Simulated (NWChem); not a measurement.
System: C2H4F2OSi; SMILES O=C[SiH2]C(F)F

Input file for NWChem:

```
start job
memory heap 200 mb stack 900 mb global 1100 mb
geometry units angstroms noautosym nocenter noautoz
  O      0.824718    -2.172279    -0.675776
  C      0.003857    -2.011814     0.194390
  Si    -0.965559    -0.339885     0.246444
  C      0.321286     0.988651    -0.271177
  F     -0.279199     2.194422    -0.436831
  F      1.246341     1.107024     0.718809
  H     -0.192529    -2.828024     0.942788
  H     -1.513199    -0.024920     1.596025
  H     -2.057022    -0.405518    -0.768374
  H      0.855979     0.733788    -1.204414
end
basis spherical
  O library pcsseg-1
  C library pcsseg-1
  Si library pcsseg-1
  F library pcsseg-1
  H library pcsseg-1
end
dft
  xc slater vwn_5
  iterations 150
end
property
  shielding
  efieldgrad
end
task dft property
```

NWChem printed, in part:

```
             Northwest Computational Chemistry Package (NWChem) 7.3.0
             --------------------------------------------------------

                             Geometry "geometry" -> ""
                             -------------------------

 Output coordinates in angstroms (scale by  1.889725989 to convert to a.u.)

  No.       Tag          Charge          X              Y              Z
 ---- ---------------- ---------- -------------- -------------- --------------
    1 O                    8.0000     0.82471800    -2.17227900    -0.67577600
    2 C                    6.0000     0.00385700    -2.01181400     0.19439000
    3 Si                  14.0000    -0.96555900    -0.33988500     0.24644400
    4 C                    6.0000     0.32128600     0.98865100    -0.27117700
    5 F                    9.0000    -0.27919900     2.19442200    -0.43683100
    6 F                    9.0000     1.24634100     1.10702400     0.71880900
    7 H                    1.0000    -0.19252900    -2.82802400     0.94278800
    8 H                    1.0000    -1.51319900    -0.02492000     1.59602500
    9 H                    1.0000    -2.05702200    -0.40551800    -0.76837400
   10 H                    1.0000     0.85597900     0.73378800    -1.20441400

 Effective nuclear repulsion energy (a.u.)     295.1033178217

                              NWChem Property Module
                              ----------------------

  itol2e modified to match energy
  convergence criterion.

                                 NWChem DFT Module
                                 -----------------

 Summary of "ao basis" -> "ao basis" (spherical)
 ------------------------------------------------------------------------------
       Tag                 Description            Shells   Functions and Types
 ---------------- ------------------------------  ------  ---------------------
 O                          pcsseg-1                 7       17   3s3p1d
 C                          pcsseg-1                 7       17   3s3p1d
 Si                         pcsseg-1                10       24   4s5p1d
 F                          pcsseg-1                 7       17   3s3p1d
 H                          pcsseg-1                 3        5   2s1p

  itol2e modified to match energy
  convergence criterion.

            General Information
            -------------------
          SCF calculation type: DFT
          Wavefunction type:  closed shell.
          No. of atoms     :    10
          No. of electrons :    56
           Alpha electrons :    28
            Beta electrons :    28
          Charge           :     0
          Spin multiplicity:     1
          Use of symmetry is: off; symmetry adaption is: off
          Maximum number of iterations: 150
          AO basis - number of functions:   129
                     number of shells:    57
          Convergence on energy requested:  1.00D-07
          Convergence on density requested:  1.00D-05
          Convergence on gradient requested:  5.00D-04

              XC Information
              --------------
                        Slater Exchange Functional  1.000 local
                      VWN V Correlation Functional  1.000 local

             Grid Information
             ----------------
          Grid used for XC integration:  fine
          Radial quadrature: Mura-Knowles
          Angular quadrature: Lebedev.
          Tag              B.-S. Rad. Rad. Pts. Rad. Cut. Ang. Pts.
          ---              ---------- --------- --------- ---------
          O                   0.60       70          11.0       590
          C                   0.70       70          11.0       590
          Si                  1.10      123          10.0       770
          F                   0.50       70          13.0       590
          H                   0.35       60          12.0       590
          Grid pruning is: on
          Number of quadrature shells:   713
          Spatial weights used:  Erf1

      Superposition of Atomic Density Guess
      -------------------------------------

 Sum of atomic energies:        -639.59202234

      Non-variational initial energy
      ------------------------------

 Total energy =    -641.578102
 1-e energy   =   -1472.089849
 2-e energy   =     535.408429
 HOMO         =      -0.273658
 LUMO         =      -0.064660

   convergence    iter        energy       DeltaE   RMS-Dens  Diis-err
 ---------------- ----- ----------------- --------- --------- ---------
 d= 0,ls=0.0,diis     1   -639.0408928504 -9.34D+02  1.92D-02  2.88D+00
 d= 0,ls=0.0,diis     2   -638.0113479433  1.03D+00  1.69D-02  1.26D+01
 d= 0,ls=0.0,diis     3   -639.2041239645 -1.19D+00  5.14D-03  7.70D-01
 d= 0,ls=0.0,diis     4   -639.2331426540 -2.90D-02  2.66D-03  4.54D-01
 d= 0,ls=0.0,diis     5   -639.2730349025 -3.99D-02  4.71D-04  1.64D-02
  Resetting Diis
 d= 0,ls=0.0,diis     6   -639.2742947318 -1.26D-03  2.54D-04  1.24D-03
 d= 0,ls=0.0,diis     7   -639.2744368655 -1.42D-04  1.97D-04  8.55D-05
 d= 0,ls=0.0,diis     8   -639.2743855800  5.13D-05  1.11D-04  5.94D-04
 d= 0,ls=0.0,diis     9   -639.2744473377 -6.18D-05  2.57D-05  2.08D-05
 d= 0,ls=0.0,diis    10   -639.2744497760 -2.44D-06  4.73D-06  1.19D-06
 d= 0,ls=0.0,diis    11   -639.2744499034 -1.27D-07  1.03D-06  9.52D-08
 d= 0,ls=0.0,diis    12   -639.2744499104 -6.97D-09  2.75D-07  2.16D-09

         Total DFT energy =     -639.274449910353
      One electron energy =    -1475.056626123971
           Coulomb energy =      599.648877152064
    Exchange-Corr. energy =      -58.970018760159
 Nuclear repulsion energy =      295.103317821713

 Numeric. integr. density =       55.999998994028

                       DFT Final Molecular Orbital Analysis
                       ------------------------------------

 Vector   26  Occ=2.000000D+00  E=-3.315489D-01
              MO Center= -1.3D+00, -2.6D-01,  2.4D-01, r^2= 3.0D+00
   Bfn.  Coefficient  Atom+Function         Bfn.  Coefficient  Atom+Function
  ----- ------------  ---------------      ----- ------------  ---------------
   120     -0.330017   9 H  s                50      0.314512   3 Si pz
   115      0.300498   8 H  s               121     -0.189468   9 H  s
   116      0.172577   8 H  s                53      0.128656   3 Si pz
   100      0.094431   6 F  py                7     -0.092050   1 O  px
    48      0.091452   3 Si px              103      0.089576   6 F  py

 Vector   27  Occ=2.000000D+00  E=-2.714622D-01
              MO Center=  1.1D-01,  7.9D-01, -6.8D-02, r^2= 2.8D+00
   Bfn.  Coefficient  Atom+Function         Bfn.  Coefficient  Atom+Function
  ----- ------------  ---------------      ----- ------------  ---------------
   125      0.247081  10 H  s                48     -0.230610   3 Si px
    37     -0.210704   3 Si s                65      0.188239   4 C  px
   102     -0.180308   6 F  px               99     -0.179062   6 F  px
    82     -0.164507   5 F  px               85     -0.161299   5 F  px
    49     -0.148454   3 Si py               67     -0.144328   4 C  pz

[...]

          -----------------------------------------
          Chemical Shielding Tensors (GIAO, in ppm)
          -----------------------------------------

                                NWChem CPHF Module
                                ------------------

  scftype          =     RHF
  nclosed          =       28
  nopen            =        0
  variables        =     2828
  # of vectors     =        3
  tolerance        = 0.10D-03
  level shift      = 0.00D+00
  max iterations   =       50
  max subspace     =       30

 SCF residual:    8.7504011163416790E-006

Iterative solution of linear equations
  No. of variables     2828
  No. of equations        3
  Maximum subspace       30
        Iterations       50
       Convergence  1.0D-04

   iter   nsub   residual    time
   ----  ------  --------  ---------
     1      3    7.57D-06     112.6

      Atom:    1  O
        Diamagnetic
    406.9262      0.1837    -10.8392
      0.1837    392.9155      4.7907
    -10.8392      4.7907    407.9606

        Paramagnetic
  -1045.2742    308.9698   1030.6398
    308.9698   -824.6768    153.1269
   1030.6398    153.1269  -1296.7406

        Total Shielding Tensor
   -638.3480    309.1534   1019.8007
    309.1534   -431.7612    157.9176
   1019.8007    157.9176   -888.7800

           isotropic =    -652.9631
          anisotropy =   -1715.6722

          Principal Components and Axis System
                 1           2           3
            -1796.7446   -562.4318    400.2871

      1        -0.6692     -0.2385      0.7038
      2         0.0659      0.9243      0.3759
      3         0.7402     -0.2980      0.6028

      Atom:    2  C
        Diamagnetic
    252.1351     -7.4375    -11.0437
     -7.4375    255.9435     -0.7436
    -11.0437     -0.7436    251.3175

        Paramagnetic
   -298.3102     42.5420    135.8731
     42.5420   -336.6852     61.7518
    135.8731     61.7518   -355.2126

        Total Shielding Tensor
    -46.1750     35.1045    124.8295
     35.1045    -80.7417     61.0082
    124.8295     61.0082   -103.8951

           isotropic =     -76.9373
          anisotropy =    -198.3104

          Principal Components and Axis System
                 1           2           3
             -209.1442   -101.7815     80.1138

      1        -0.5615     -0.4392      0.7013
      2        -0.2248      0.8966      0.3815
      3         0.7963     -0.0565      0.6022

      Atom:    3  Si
        Diamagnetic
    881.5369      0.2288     -1.2918
      0.2288    885.4683     -0.5998
     -1.2918     -0.5998    876.9548

        Paramagnetic
   -500.8069     19.3101    -20.9776
     19.3101   -472.6655      6.5259
    -20.9776      6.5259   -483.9544

        Total Shielding Tensor
    380.7300     19.5389    -22.2694
     19.5389    412.8028      5.9262
    -22.2694      5.9262    393.0004

           isotropic =     395.5111
          anisotropy =      41.1040

          Principal Components and Axis System
                 1           2           3
              422.9138    406.5388    357.0806

      1         0.4980     -0.3848      0.7771
      2         0.8429      0.4253     -0.3295
      3        -0.2037      0.8192      0.5362

      Atom:    4  C
        Diamagnetic
    245.3905     -0.8966      6.1652
     -0.8966    250.5240     -2.2632
      6.1652     -2.2632    239.9425

        Paramagnetic
   -192.4504     -3.2957      7.8586
     -3.2957   -198.9022     -8.6596
      7.8586     -8.6596   -202.6230

        Total Shielding Tensor
     52.9401     -4.1923     14.0238
     -4.1923     51.6218    -10.9229
     14.0238    -10.9229     37.3195

           isotropic =      47.2938
          anisotropy =      29.7371

          Principal Components and Axis System
                 1           2           3
               67.1185     48.0509     26.7120

      1         0.6667      0.6224     -0.4100
      2        -0.5414      0.7825      0.3075
      3         0.5122      0.0169      0.8587

      Atom:    5  F
        Diamagnetic
    471.4624    -10.0189      2.6201
    -10.0189    486.5074     -3.3501
      2.6201     -3.3501    464.1766

        Paramagnetic
   -188.4561     34.4866    140.8109
     34.4866   -206.5026     35.5670
    140.8109     35.5670   -122.5536

        Total Shielding Tensor
    283.0063     24.4677    143.4309
     24.4677    280.0048     32.2169
    143.4309     32.2169    341.6230

           isotropic =     301.5447
          anisotropy =     248.8293

          Principal Components and Axis System
                 1           2           3
              467.4309    271.3018    165.9014

      1         0.6174     -0.1435      0.7735
      2         0.2109      0.9774      0.0131
      3         0.7579     -0.1550     -0.6337

      Atom:    6  F
        Diamagnetic
    475.9836      1.7377     13.0886
      1.7377    468.1021      0.4547
     13.0886      0.4547    477.9574

        Paramagnetic
   -208.8963    -67.6905     31.8980
    -67.6905    -54.9138     22.2747
     31.8980     22.2747   -275.8812

        Total Shielding Tensor
    267.0873    -65.9528     44.9865
    -65.9528    413.1883     22.7294
     44.9865     22.7294    202.0762

           isotropic =     294.1173
          anisotropy =     216.8300

          Principal Components and Axis System
                 1           2           3
              438.6706    275.7709    167.9103

      1        -0.3535      0.7783     -0.5189
      2         0.9352      0.2806     -0.2162
      3         0.0226      0.5617      0.8271

      Atom:    7  H
        Diamagnetic
     21.8220      1.3284     -3.4233
      1.3284     32.5795     -8.9223
     -3.4233     -8.9223     28.8837

        Paramagnetic
     -4.5958     -3.4679      6.6597
     -3.4679    -10.1295      9.5273
      6.6597      9.5273    -14.0454

        Total Shielding Tensor
     17.2262     -2.1396      3.2365
     -2.1396     22.4500      0.6050
      3.2365      0.6050     14.8382

           isotropic =      18.1715
          anisotropy =       7.6234

          Principal Components and Axis System
                 1           2           3
               23.2538     18.9772     12.2835

      1        -0.3693      0.7176     -0.5905
      2         0.9262      0.3358     -0.1712
      3        -0.0754      0.6102      0.7887

      Atom:    8  H
        Diamagnetic
     25.1418     -0.7805     -6.5844
     -0.7805     23.6330      2.3371
     -6.5844      2.3371     32.3243

        Paramagnetic
      0.0541      1.4832      3.9690
      1.4832      0.8943     -2.2254
      3.9690     -2.2254     -3.6479

        Total Shielding Tensor
     25.1959      0.7027     -2.6154
      0.7027     24.5273      0.1116
     -2.6154      0.1116     28.6764

           isotropic =      26.1332
          anisotropy =       5.9315

          Principal Components and Axis System
                 1           2           3
               30.0875     24.9187     23.3934

      1        -0.4758      0.4337      0.7652
      2        -0.0425      0.8576     -0.5125
      3         0.8785      0.2764      0.3896

      Atom:    9  H
        Diamagnetic
     31.4717      0.6185      7.2158
      0.6185     23.2226      0.3721
      7.2158      0.3721     26.1615

        Paramagnetic
     -3.4137      0.5566     -4.3950
      0.5566      1.4608      0.0728
     -4.3950      0.0728      0.4884

        Total Shielding Tensor
     28.0580      1.1751      2.8208
      1.1751     24.6834      0.4449
      2.8208      0.4449     26.6500

           isotropic =      26.4638
          anisotropy =       6.0685

          Principal Components and Axis System
                 1           2           3
               30.5095     24.8060     24.0759

      1         0.7794     -0.3191     -0.5392
      2         0.2025     -0.6862      0.6987
      3         0.5930      0.6537      0.4702

      Atom:   10  H
        Diamagnetic
     24.4603     -1.6142     -6.8364
     -1.6142     25.0251      2.6102
     -6.8364      2.6102     33.1472

        Paramagnetic
     -0.7437      0.1556      5.5972
      0.1556     -2.0030     -2.0129
      5.5972     -2.0129     -7.7245

        Total Shielding Tensor
     23.7165     -1.4586     -1.2392
     -1.4586     23.0221      0.5972
     -1.2392      0.5972     25.4227

           isotropic =      24.0538
          anisotropy =       3.7116

          Principal Components and Axis System
                 1           2           3
               26.5282     23.7932     21.8400

      1        -0.5239      0.5495      0.6508
      2         0.3502     -0.5575      0.7527
      3         0.7765      0.6222      0.0996
```

Level: LDA (Slater exchange, VWN5)/pcSseg-1, GIAO. Structure relaxed at the PBE0/def2-SVP level. NWChem prints the field gradient with the sign opposite to the second derivative of the potential. The printed shielding anisotropy is the first printed principal value minus the mean of the other two.
